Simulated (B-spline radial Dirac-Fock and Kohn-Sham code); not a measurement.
In the model described below, an L3 (2p3/2) vacancy in Ge⁴⁺, configuration 1s2 2s2 2p6 3s2 3p6 3d10, lives for 0.76 fs, which corresponds to a natural width of 0.872 eV. Out of 1000 such holes, about 14 decay by emitting a photon and the rest by ordinary Auger emission. The strongest X-ray line is Lα1 (L3-M5) at 1191.4 eV, with 86 % of the radiative rate. The strongest electron group is L3-M4M5 near 1075 eV, with 24 % of the non-radiative rate.

Input file task.json (cfg lists n, l and occupation; rrms is the nuclear radius in fm):

```json
{"items": [{
  "Z": 32,
  "q": 4,
  "cfg": [[1, 0, 2], [2, 0, 2], [2, 1, 6], [3, 0, 2], [3, 1, 6], [3, 2, 10]],
  "A": 74,
  "rrms": 4.0742,
  "do": ["binding", "quiet", "decay"],
  "holes": ["K", "L1", "L2", "L3", "M1", "M2", "M3", "M4", "M5"]
}]}
```

Launch: `python xray_run.py task.json out`

These are calculated numbers from a radial atomic solver; the model is a relativistic independent-particle model: LDA orbitals of the hole state, radiative multipoles to third order, Auger rates from the Coulomb interaction with a continuum orbital, Dirac-Fock energies.
